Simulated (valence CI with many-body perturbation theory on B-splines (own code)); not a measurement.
## Sensitivity of CI+MBPT for Dy44+

Computed by configuration interaction combined with many-body perturbation theory (CI+MBPT): four valence electrons over a frozen Dirac-Fock core [Ar], radial functions for each j: 6 s, 6 p, 5 d, 5 f, 1 g, with the one-electron correlation potential Σ1, the two-electron term Σ2, the three-electron term Σ3, Breit, model QED; selected CI, second order for the rest, scaled by the run's own slope (own B-spline code, finite nucleus).

No measured spectrum was set against this ion. As an estimate, large intervals hold to a few tenths of a per cent, small ones and those within an open d or f shell to about a per cent. Only levels of the ground parity were solved; by the run's estimate the other parity begins above the list, which can be wrong where configurations are misplaced.

The reference run has the lowest level (3d3/2^4) J=0 and an ionisation energy of 3608.09 eV. Its largest variational space holds 8011 state functions.

Levels are named by their leading jj configuration (3d3/2^4 stands for four electrons in 3d with j = 3/2), which in mixed levels can hold well under half, so a name can repeat and another be missing. Letters in brackets count levels of one name in rising energy.

Changed runs:
A. lowest core n in screening and Σ2 1 → 3
B. factor on the speed of light 1 → 10; QED terms on → off
C. Davidson tolerance 2e-05 → 0.0003
D. correlating orbitals by l 3 3 3 3 1 → 2 2 1 1 0; natural orbitals for correlation on → off (bad on purpose)

Excitation energies of the reference run in cm⁻¹, and shifts in cm⁻¹:

```
                    Level  Reference      A  C      D
      (3d3/2^3 3d5/2) J=1     277728   +378  0  -1159
      (3d3/2^3 3d5/2) J=4     363468   +529  0   -260
      (3d3/2^3 3d5/2) J=2     372984   +443  0   -426
      (3d3/2^3 3d5/2) J=3     399867   +512  0    -81
(3d3/2^2 3d5/2^2) J=0 [a]     617637   +291  0  -1179
(3d3/2^2 3d5/2^2) J=2 [a]     630964   +476  0   -605
(3d3/2^2 3d5/2^2) J=4 [a]     637725   +753  0  -1303
(3d3/2^2 3d5/2^2) J=3 [a]     652050   +742  0  -1039
    (3d3/2^2 3d5/2^2) J=5     681322   +953  0   -835
    (3d3/2^2 3d5/2^2) J=6     702190  +1071  0   -681
    (3d3/2^2 3d5/2^2) J=1     708963   +438  0   -171
(3d3/2^2 3d5/2^2) J=4 [b]     738304   +703  0   -100
   Ionisation energy (eV)    3608.09  +0.12  0  -0.41
```

No effect on these energies: C.

Run B ends with another lowest level, (3d3/2^2 3d5/2^2) J=0, and an ionisation energy of 3586.21 eV.
